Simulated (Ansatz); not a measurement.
Ansatz (a quantum-chemistry and plane-wave program) input file for C2H6AlClO, SMILES CC[O][AlH][Cl], PBE0/def2-SVPD. Geometry: ωB97X-D3(BJ)/def2-SVP. The structure was generated by enumeration; whether it is a known compound was not checked. The values are those of a single conformer.

Ansatz 0.2 input:
```yaml
crystal:
  periodic: [false, false, false]
  atoms:
    - {symbol: Al, position_ang: [-1.03611399, 0.67256663, 0.15605518]}
    - {symbol: H, position_ang: [-2.50218781, 1.20691691, 0.25781134]}
    - {symbol: Cl, position_ang: [0.41095742, 1.67889462, -0.99114857]}
    - {symbol: O, position_ang: [-0.58859191, -0.72982026, 0.98045307]}
    - {symbol: C, position_ang: [0.55164240, -1.54609253, 1.09397090]}
    - {symbol: C, position_ang: [0.92834571, -2.17816526, -0.23844041]}
    - {symbol: H, position_ang: [1.40447072, -0.95812091, 1.48250849]}
    - {symbol: H, position_ang: [0.33721998, -2.33211599, 1.83894716]}
    - {symbol: H, position_ang: [1.18798787, -1.40125978, -0.97614814]}
    - {symbol: H, position_ang: [1.79742684, -2.84593231, -0.12563178]}
    - {symbol: H, position_ang: [0.08709459, -2.76995373, -0.63348610]}
basis:
  gaussian:
    orbitals: def2-SVPD
hamiltonian:
  xc: {name: PBE0}
```

Output:

```
WARN ansatz: RAYON_NUM_THREADS=1 ignored (pool sized by the plan → 1); use --threads N
Functional definition: PBE0
integrals: 0.10 GiB planned
1438 factors; their error is unknown
mean field: 0.85 GiB planned
mean field evaluation 1: about -23313.6678 eV, gradient 5.8e1 eV
mean field evaluation 2: about -23296.4846 eV, gradient 1.1e2 eV
mean field evaluation 4: about -23320.7141 eV, gradient 5.1e0 eV
mean field evaluation 8: about -23320.7769 eV, gradient 6.9e-2 eV
mean field evaluation 16: about -23320.8967 eV, gradient 3.0e-5 eV
mean field -23320.89668340 eV, -857.0271456435 hartree, gradient 3.0e-5 eV, S^2 0.000000; 0 other end points of the search recorded, 0 dependent functions left out
reference -23320.89672486 eV, -857.0271471669 hartree; 28, 28 occupied and 134, 134 virtual orbitals, 1438 factors
Total energy: -23320.89672486 eV, -857.0271471669 hartree
```

Self-consistency was reached.

Cost: roughly 4 core-seconds.
